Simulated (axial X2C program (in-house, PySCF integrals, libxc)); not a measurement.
## Potential curves of TeCl⁻, 2c

Calculated with an in-house all-electron X2C program for linear molecules (integrals from PySCF). Two-component (2c) means X2C with spin–orbit coupling and atomic mean-field two-electron Coulomb and Gaunt terms. Basis: Te dyall-acv3z [12s13p9d5f1g], Cl dyall-av3z [9s8p3d2f] (cores contracted in-house); Gaussian nuclei, density fitting, unrestricted open shells. Masses: Te 129.906 u, Cl 34.969 u.

State: Ω = 0 (closed shell). Energies in cm⁻¹ from the fragments at the same level (Te + Cl-). Fits are polynomials in 1 − R0/R over 0.85 to 1.23 times the lowest point R0.

```json
{"R (Å)": "2.2441", "CCSD(T)": "-7794"}
{"R (Å)": "2.3180", "CCSD(T)": "-9433"}
{"R (Å)": "2.3920", "CCSD(T)": "-10310"}
{"R (Å)": "2.4660", "CCSD(T)": "-10626"}
{"R (Å)": "2.5523", "CCSD(T)": "-10493"}
{"R (Å)": "2.6386", "CCSD(T)": "-9996"}
{"R (Å)": "2.7496", "CCSD(T)": "-9037"}
```

Correlated methods: 14 electrons correlated (number of frozen shells: Te 4 s, 3 p, 2 d; Cl 2 s, 1 p), 276 virtual spin orbitals or spinors in MP2, 90 natural virtuals in coupled cluster.

The state is one determinant whose occupation by symmetry is held fixed; it was picked as the lowest of a PBE0 search that is not exhaustive. Closed shells are restricted here (equal orbitals for both partners); the stretched side of such a curve lies too high. Dissociation energies refer to the lowest single-determinant-based atoms at the same level and basis. CCSD and (T) use frozen natural virtuals with an MP2 correction for the truncation; (T) itself is uncorrected, so its De runs slightly low. With the outer-core shells frozen, correlated bond lengths of heavy atoms tend to come out a few hundredths of an ångström too long. Coupled cluster ran on the points near the minimum only. MP2 and coupled cluster on one determinant become unreliable at the stretched end.

What are Re, ωe and De at the CCSD(T) level?

At CCSD(T), 2c: Re = 2.483 Å, ωe ≈ 287 cm⁻¹, De = 1.32 eV to Te + Cl-; Be follows as 0.0992 cm⁻¹.
